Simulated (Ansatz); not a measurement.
Geometry optimisation, RHF/def2-SVP in Ansatz.

The input (input.yaml):

```yaml
crystal:
  periodic: [false, false, false]
  atoms:
    - { symbol: Ti, position_ang: [-0.229078, -0.142272, 0.090333] }
    - { symbol: Cl, position_ang: [-0.264822, -0.228825, 2.428288] }
    - { symbol: Cl, position_ang: [1.814334, -0.448548, -0.764012] }
    - { symbol: O, position_ang: [-1.067982, 1.203019, -0.592458] }
    - { symbol: H, position_ang: [-1.820357, 1.444443, -1.111599] }
    - { symbol: O, position_ang: [-1.115425, -1.543949, -0.366157] }
    - { symbol: H, position_ang: [-1.242496, -2.480952, -0.347983] }
    - { symbol: O, position_ang: [1.455676, 2.195638, 1.264437] }
    - { symbol: H, position_ang: [2.339336, 1.924478, 1.061784] }
    - { symbol: H, position_ang: [1.264514, 1.819567, 2.136968] }
basis:
  gaussian: { orbitals: def2-SVP }
hamiltonian:
  xc: hf
relax:
  f_tol: 0.03
  max_steps: 50
```

Run as:

```bash
$ ansatz run input.yaml --threads 4 --pin off --max-ram 5120MiB --backend cpu --events-out ev --progress --plain --runs-dir out
```

Task: Where does it end, and by what steps?

Result: The run converged. After 11 steps the energy has fallen by 0.354 eV; O8 moved furthest, 0.55 Å. Joined: Ti1–O8 (3.11 → 2.27 Å).

```
step  energy less start (eV)  largest force component (eV/Å)  accepted
   0                  0.0000                           1.105       yes
   1                 -0.0480                           1.956       yes
   2                 -0.1567                           1.753       yes
   3                 -0.2578                           1.781       yes
   4                 -0.2802                           1.203       yes
   5                 -0.3255                           0.604       yes
   6                 -0.1143                           2.826        no
   7                 -0.3465                           0.279       yes
   8                 -0.3523                           0.252       yes
   9                 -0.3502                           0.139        no
  10                 -0.3544                           0.042       yes
  11                 -0.3545                           0.012       yes
```

```xyz
10
Properties=species:S:1:pos:R:3
Ti -0.090 0.072 0.250
Cl -0.444 -0.257 2.492
Cl 1.905 -0.442 -0.757
O -1.001 1.373 -0.479
H -1.769 1.300 -1.027
O -0.983 -1.299 -0.324
H -1.038 -2.242 -0.314
O 1.221 1.719 1.105
H 2.121 1.717 0.804
H 1.212 1.801 2.050
```

Whether the end is a true minimum wasn't checked by a vibrational analysis.

Run time: 9.6 s on 4 threads of AMD EPYC 9R45 96-Core Processor (Zen 5) (shared host), peak memory 0.36 GiB.
